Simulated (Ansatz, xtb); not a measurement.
## Isomers of C3HClFNS in order of energy

6 gas-phase structures of C3HClFNS, from a drawn sample of its isomers (lower ones may exist). Each was relaxed with GFN2-xTB:

A. `Fc1ncsc1Cl`, a singlet
B. `Fc1cnc(Cl)s1`, a singlet
C. `Fc1nc(Cl)cs1`, a singlet
D. `Fc1scnc1Cl`, a singlet
E. `Fc1ncc(Cl)s1`, a singlet
F. `Fc1csc(Cl)n1`, a singlet

Question: Estimate their order in r2SCAN-D4/def2-SVP energy at these geometries, lowest first.

Answer: Calculated order at r2SCAN-D4/def2-SVP: F (0.0), C (0.8), E (3.4), A (3.8), B (8.0), D (9.1) kcal/mol. Less than 1 kcal/mol parts F and C; E and A, so the order within those pairs means little.

Energies above the lowest of each column, in kcal/mol; the last columns are at B3LYP/def2-SVP geometries:

| structure | GFN2-xTB | HF/STO-3G | r2SCAN-D4/def2-SVP | B3LYP/def2-SVP | CCSD(T)/def2-SVP + ΔMP2/def2-TZVPP |
| --- | --- | --- | --- | --- | --- |
| F | 0.4 | 3.4 | 0.0 | 0.0 | 0.0 |
| C | 0.0 | 0.0 | 0.8 | 0.8 | 0.3 |
| E | 1.9 | 2.0 | 3.4 | 3.5 | 3.1 |
| A | 3.1 | 4.8 | 3.8 | 3.9 | 3.3 |
| B | 3.6 | 5.0 | 8.0 | 7.5 | 7.9 |
| D | 4.7 | 4.6 | 9.1 | 8.7 | 8.2 |

CCSD(T)/def2-SVP + ΔMP2/def2-TZVPP has C and F within 1 kcal/mol of each other at the bottom, and every level picks one of them. ΔMP2 is the change of the MP2 energy from the smaller to the larger basis.

Over these structures GFN2-xTB departs from r2SCAN-D4/def2-SVP by 1.7 kcal/mol on average once a common shift is removed. A GFN2-xTB relaxation took about 0.075 s and the r2SCAN-D4/def2-SVP energy about 2.5 s on a shared host (Ansatz 0.2.0, xtb 6.7.1).
